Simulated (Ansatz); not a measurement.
Relaxation of Li6Te2⁻ with UKS PBE0-D4/def2-SVPD.

```sh
$ ansatz run in.yaml --threads 4 --pin off --events-out ev --progress --plain --max-ram 3916MiB
```

```yaml
crystal:
  periodic: [false, false, false]
  atoms:
    - {symbol: Li, position_ang: [0.478182, -2.154225, -0.981793]}
    - {symbol: Li, position_ang: [0.443417, 1.122957, -1.486064]}
    - {symbol: Li, position_ang: [-0.762004, -0.330451, 0.759732]}
    - {symbol: Li, position_ang: [1.751606, 0.648249, 1.529625]}
    - {symbol: Li, position_ang: [1.714582, -2.472735, 1.897954]}
    - {symbol: Li, position_ang: [-2.119129, 1.565557, -0.670656]}
    - {symbol: Te, position_ang: [-1.442676, -0.698925, -1.869093]}
    - {symbol: Te, position_ang: [-0.063978, 2.319573, 0.820286]}
basis:
  gaussian: {orbitals: def2-SVPD}
total_charge: -1
magnetization: {spin_polarized: true, initial_magnetization: 1}
hamiltonian: {xc: pbe0, dispersion: d4}
scf: {omitted_lower_state_checks: [starts]}
output: {orbitals: {seedname: orbitals}}
relax: {f_tol: 0.02, max_steps: 100}
```

Run time 91 s (4 threads of INTEL XEON PLATINUM 8581C on a shared host), peak host memory 0.91 GiB.

Positions (Å) and forces (eV/Å) at steps 1, 2, 3, 4, 5, 6, 7, 8, 9, 10, 12, 13, 14 of 14:

```xyz
8
step=1 energy=-15819.2982 eV
Li    0.478   -2.154   -0.982    0.128   -0.343    0.101
Li    0.443    1.123   -1.486    0.005   -0.074    0.065
Li   -0.762   -0.330    0.760    0.094   -0.101    0.059
Li    1.752    0.648    1.530    0.221   -0.145    0.286
Li    1.715   -2.473    1.898    0.004    0.145   -0.170
Li   -2.119    1.566   -0.671    0.113   -0.050   -0.008
Te   -1.443   -0.699   -1.869   -0.292    0.268   -0.181
Te   -0.064    2.320    0.820   -0.274    0.299   -0.152
8
step=2 energy=-15819.4185 eV
Li    0.404   -2.323   -1.004   -0.141   -0.005   -0.007
Li    0.454    1.066   -1.435    0.049   -0.066    0.066
Li   -0.700   -0.353    0.751    0.042    0.013   -0.030
Li    1.780    0.703    1.714   -0.112    0.070    0.052
Li    1.763   -2.410    1.801   -0.006    0.140   -0.152
Li   -2.072    1.557   -0.687   -0.081    0.050   -0.003
Te   -1.516   -0.650   -1.933    0.137   -0.072    0.063
Te   -0.115    2.409    0.793    0.111   -0.130    0.012
8
step=3 energy=-15819.4872 eV
Li    0.297   -2.422   -1.017   -0.122    0.039   -0.027
Li    0.535    0.975   -1.368    0.019   -0.041    0.036
Li   -0.684   -0.348    0.739    0.021   -0.001   -0.010
Li    1.744    0.763    1.837   -0.102    0.081    0.007
Li    1.806   -2.295    1.650    0.022    0.061   -0.080
Li   -2.090    1.577   -0.698    0.043    0.003   -0.026
Te   -1.498   -0.643   -1.925    0.046   -0.102    0.021
Te   -0.110    2.394    0.782    0.073   -0.038    0.079
8
step=4 energy=-15819.5278 eV
Li    0.176   -2.491   -1.028   -0.022   -0.004   -0.007
Li    0.570    0.889   -1.287    0.112   -0.055    0.001
Li   -0.677   -0.343    0.730   -0.019   -0.042    0.055
Li    1.684    0.829    1.940   -0.010    0.017    0.012
Li    1.870   -2.188    1.498    0.025    0.025   -0.042
Li   -2.022    1.586   -0.743   -0.007    0.008   -0.007
Te   -1.503   -0.681   -1.929   -0.010    0.086    0.048
Te   -0.097    2.400    0.820   -0.068   -0.034   -0.060
8
step=5 energy=-15819.5544 eV
Li    0.094   -2.517   -1.042   -0.014   -0.057   -0.051
Li    0.680    0.758   -1.197   -0.015    0.006    0.006
Li   -0.705   -0.368    0.772   -0.083    0.047   -0.007
Li    1.638    0.879    1.993    0.035    0.048    0.043
Li    1.937   -2.100    1.363    0.044   -0.011   -0.007
Li   -2.008    1.616   -0.785    0.044   -0.003   -0.017
Te   -1.512   -0.656   -1.910   -0.016   -0.039   -0.004
Te   -0.125    2.387    0.806    0.004    0.009    0.038
8
step=6 energy=-15819.5639 eV
Li    0.012   -2.593   -1.077    0.033    0.052    0.013
Li    0.740    0.656   -1.109   -0.038   -0.031    0.051
Li   -0.761   -0.369    0.802   -0.030    0.050   -0.042
Li    1.623    0.946    2.082    0.001   -0.027   -0.054
Li    1.992   -1.991    1.213    0.019   -0.012    0.003
Li   -1.952    1.638   -0.838    0.033    0.002   -0.018
Te   -1.522   -0.669   -1.899   -0.012   -0.027    0.015
Te   -0.134    2.383    0.826   -0.006   -0.008    0.031
8
step=7 energy=-15819.5733 eV
Li    0.034   -2.568   -1.087    0.028    0.013    0.011
Li    0.735    0.609   -1.055    0.000   -0.001   -0.004
Li   -0.801   -0.358    0.810   -0.047    0.031   -0.015
Li    1.634    0.947    2.050    0.017   -0.018   -0.013
Li    2.011   -1.988    1.201    0.015   -0.008   -0.004
Li   -1.929    1.653   -0.867    0.026    0.007   -0.020
Te   -1.538   -0.677   -1.892   -0.017   -0.006    0.028
Te   -0.146    2.383    0.841   -0.023   -0.017    0.017
8
step=8 energy=-15819.5734 eV
Li    0.070   -2.538   -1.093   -0.092   -0.431   -0.277
Li    0.735    0.545   -0.991    0.031    0.217   -0.101
Li   -0.888   -0.335    0.825   -0.180    0.126    0.095
Li    1.656    0.939    2.018    0.111    0.127    0.167
Li    2.053   -1.973    1.163    0.158   -0.054    0.120
Li   -1.878    1.692   -0.937    0.014   -0.006    0.002
Te   -1.571   -0.692   -1.859   -0.024    0.018   -0.001
Te   -0.176    2.364    0.874   -0.018    0.004   -0.005
8
step=9 energy=-15819.5780 eV
Li    0.097   -2.569   -1.139   -0.010    0.062    0.044
Li    0.744    0.479   -0.902   -0.017   -0.029   -0.043
Li   -1.011   -0.292    0.856   -0.032   -0.035   -0.032
Li    1.694    0.954    1.999    0.014    0.048    0.057
Li    2.100   -1.936    1.096    0.020   -0.053   -0.021
Li   -1.806    1.741   -1.028    0.028   -0.061    0.045
Te   -1.601   -0.721   -1.806    0.009    0.049   -0.007
Te   -0.216    2.345    0.925   -0.012    0.018   -0.043
8
step=10 energy=-15819.5823 eV
Li    0.069   -2.566   -1.115    0.006    0.041    0.029
Li    0.742    0.518   -0.958    0.008   -0.014    0.016
Li   -0.950   -0.317    0.835    0.015    0.003    0.002
Li    1.678    0.959    2.028   -0.032   -0.033   -0.039
Li    2.078   -1.951    1.126    0.006    0.003   -0.003
Li   -1.844    1.707   -0.971    0.004   -0.005    0.007
Te   -1.583   -0.703   -1.840   -0.003    0.006   -0.005
Te   -0.191    2.354    0.896   -0.004    0.000   -0.008
8
step=12 energy=-15819.5824 eV rejected
Li    0.064   -2.548   -1.072   -0.018   -0.098   -0.076
Li    0.744    0.514   -0.958    0.015    0.052    0.009
Li   -0.977   -0.298    0.827   -0.011    0.035    0.040
Li    1.648    0.925    2.028    0.002   -0.002   -0.014
Li    2.142   -1.967    1.109    0.011    0.023    0.037
Li   -1.843    1.715   -0.981    0.006    0.001    0.000
Te   -1.586   -0.698   -1.844   -0.004   -0.002    0.002
Te   -0.194    2.359    0.891   -0.001   -0.009    0.001
8
step=13 energy=-15819.5836 eV
Li    0.069   -2.558   -1.097    0.005    0.021    0.011
Li    0.744    0.518   -0.955   -0.004   -0.011   -0.012
Li   -0.962   -0.306    0.834   -0.010   -0.012   -0.008
Li    1.661    0.938    2.020    0.011    0.015    0.016
Li    2.108   -1.961    1.120   -0.005   -0.011   -0.009
Li   -1.843    1.711   -0.976    0.003   -0.004    0.002
Te   -1.584   -0.701   -1.840    0.000    0.001    0.001
Te   -0.194    2.359    0.893   -0.001    0.000   -0.001
8
step=14 energy=-15819.5837 eV
Li    0.071   -2.553   -1.096   -0.001   -0.008   -0.006
Li    0.746    0.513   -0.956   -0.001    0.007    0.009
Li   -0.967   -0.306    0.835    0.006    0.007    0.005
Li    1.663    0.941    2.022   -0.007   -0.010   -0.012
Li    2.109   -1.961    1.118    0.002    0.007    0.006
Li   -1.841    1.710   -0.976    0.001    0.002   -0.001
Te   -1.585   -0.701   -1.840   -0.002   -0.001   -0.001
Te   -0.194    2.358    0.893    0.001   -0.004    0.000
```

In the def2 sets Te takes a core potential; there is no spin–orbit coupling. The structure comes from a short search, and lower isomers may exist.
